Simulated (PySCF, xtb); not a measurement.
SSi, SMILES S=[Si] (connectivity only; charge and spin as stated), charge -1, multiplicity 2.

Harmonic wavenumbers (cm⁻¹) from xtb with GFN2-xTB at its own minimum, in rising order: 574.

Q: What does PBE-D3(BJ)/def2-TZVPD (PySCF) give at its own minimum? (Estimate from the structure and the level; the computed values follow.)

A: 588. Paired by order, the mean absolute difference is 14 cm⁻¹ and the zero-point energies are 0.8 and 0.8 kcal/mol.
